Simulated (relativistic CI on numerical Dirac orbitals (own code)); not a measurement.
## d2 in a ligand field

Computed with a parametric ligand-field model of a d^n configuration (Racah B and C, spin-orbit zeta, crystal field), exact diagonalisation.

Field parameters in Wybourne normalisation: Oh B⁴₀ = 21Dq, B⁴₄ = √(5/14) B⁴₀; Td as Oh with Dq negative (B⁴₀ = 21Dq, B⁴₄ = √(5/14) B⁴₀). The field is a parameter set, without covalency.

(1) Ground term and bands for B = 800, C = 3320, ζ = 0 cm⁻¹, Oh, 10Dq = 26250 cm⁻¹?

(2) Ground term and bands for B = 710, C = 3140, ζ = 0 cm⁻¹, Td, 10Dq = -7450 cm⁻¹?

(3) Ground term and bands for B = 310, C = 1240, ζ = 0 cm⁻¹, Oh, 10Dq = 14800 cm⁻¹?

(4) A d2 ion in Oh symmetry has the ground term 3T1 and bands at 1T2 8405 cm⁻¹ (1190 nm), 1E 8572 cm⁻¹ (1167 nm), 3T2 12968 cm⁻¹ (771 nm), 1A1 18285 cm⁻¹ (547 nm), 3T1 21086 cm⁻¹ (474 nm), 3A2 27118 cm⁻¹ (369 nm). Which parameters reproduce them?

(5) A d2 ion in Oh symmetry has the ground term 3T1 and bands at 1T2 11352 cm⁻¹ (881 nm), 1E 11519 cm⁻¹ (868 nm), 3T2 20215 cm⁻¹ (495 nm), 1A1 24960 cm⁻¹ (401 nm), 3T1 30179 cm⁻¹ (331 nm), 3A2 42015 cm⁻¹ (238 nm). Which parameters reproduce them?

## Answers

(1) Ground term 3T1 with 0.02 electrons in the two orbitals of the cubic e set. Spin-allowed: 3T2 24525 cm⁻¹ (408 nm), 3T1 34800 cm⁻¹ (287 nm), 3A2 50775 cm⁻¹ (197 nm). Lowest spin-forbidden: 1T2 11817 cm⁻¹ (846 nm), 1E 11967 cm⁻¹ (836 nm), 1A1 26397 cm⁻¹ (379 nm).

(2) Ground term 3A2 with 2.00 electrons in the two orbitals of the cubic e set. Spin-allowed: 3T2 7450 cm⁻¹ (1342 nm), 3T1 12207 cm⁻¹ (819 nm), 3T1 20793 cm⁻¹ (481 nm). Lowest spin-forbidden: 1E 11582 cm⁻¹ (863 nm), 1T2 18726 cm⁻¹ (534 nm), 1A1 18837 cm⁻¹ (531 nm). With an A2 ground term the first spin-allowed band lies at |10Dq| itself.

(3) Ground term 3T1 with 0.01 electrons in the two orbitals of the cubic e set. Spin-allowed: 3T2 14065 cm⁻¹ (711 nm), 3T1 17979 cm⁻¹ (556 nm), 3A2 28865 cm⁻¹ (346 nm). Lowest spin-forbidden: 1T2 4455 cm⁻¹ (2244 nm), 1E 4495 cm⁻¹ (2225 nm), 1A1 10315 cm⁻¹ (969 nm).

(4) B = 620, C = 2170, ζ = 0 cm⁻¹, Oh, 10Dq = 14150 cm⁻¹.

(5) B = 770, C = 3170, ζ = 0 cm⁻¹, Oh, 10Dq = 21800 cm⁻¹.
